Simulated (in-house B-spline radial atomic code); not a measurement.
# PBE0 excitations of the gold ion Au⁺

Method: PBE0. Computed with a B-spline radial code for spherical atoms: linear response of the closed shell [Xe] 4f14 5d10 with the functional's adiabatic kernel; scalar-relativistic (spin-free one-electron X2C), finite nucleus, no spin-orbit coupling, no double excitations, S, P, D and F terms only; shells from n = 3 respond. Only terms of natural parity with L up to 3 were computed.

Spin-orbit coupling is strong here, so these LS terms don't match observed levels.

Command:
```bash
python run_td.py task.json out
```
Settings (radii: box in bohr, nucleus in fm):
```
Z                        79
electrons                78
configuration            [Xe] 4f14 5d10
hamiltonian              x2c
method                   pbe0
box_radius               41.61
rms_radius               5.4371
intervals                74
```

Time taken, with all properties: 16 s on 1 thread of Arm Neoverse N1, with other jobs on the host.

The lowest states, in the order of their Tamm-Dancoff energies; the method's threshold (minus the highest occupied level) is 16.908 eV. Labels give the largest channel, * marks a mixed state, and oscillator strengths are full-response dipole values. Semilocal kernels can invert the small singlet-triplet splittings of Rydberg terms. Energies in eV:

```csv
state,full response,Tamm-Dancoff,oscillator strength
5d → 6s 3D,1.961,2.049,-
5d → 6s 1D,?,?,-
5d → 6p 3P,8.508,8.552,-
5d → 6p 3F,8.702,8.731,-
5d → 6p 1F,9.013,9.016,-
5d → 6p 1P,9.704,9.813,0.692
5d → 7s 3D,12.803,12.807,-
5d → 7s 1D,12.900,12.905,-
5d → 6d 3S,13.761,13.772,-
5d → 6d 3D,13.996,13.999,-
5d → 6d 1D,14.077,14.081,-
5d → 7p 3P,14.151,14.157,-
5d → 7p 3F,?,?,-
5d → 7p 1F,14.235,14.236,-
5d → 7p 1P,14.316,14.330,0.0392
5d → 6d 1S,14.438,14.487,-
5d → 8s 3D,15.007,15.008,-
5d → 8s 1D,15.032,15.033,-
```

**Question.** Where does 5d → 6s 1D lie?

**Answer.** At 2.927 eV in full response, 2.991 eV in Tamm-Dancoff.

**Question.** Where does 5d → 7p 3F lie?

**Answer.** At 14.187 eV in full response, 14.191 eV in Tamm-Dancoff.

**Question.** How large is the singlet-triplet splitting of 5d → 6s (D terms) in Tamm-Dancoff?

**Answer.** 0.942 eV, from the unrounded values.

**Question.** What polarisabilities and dispersion coefficient does the method give?

**Answer.** Dipole 13.67 bohr³, quadrupole 126.4 bohr⁵, C6 101.9 hartree·bohr⁶ for two such species.
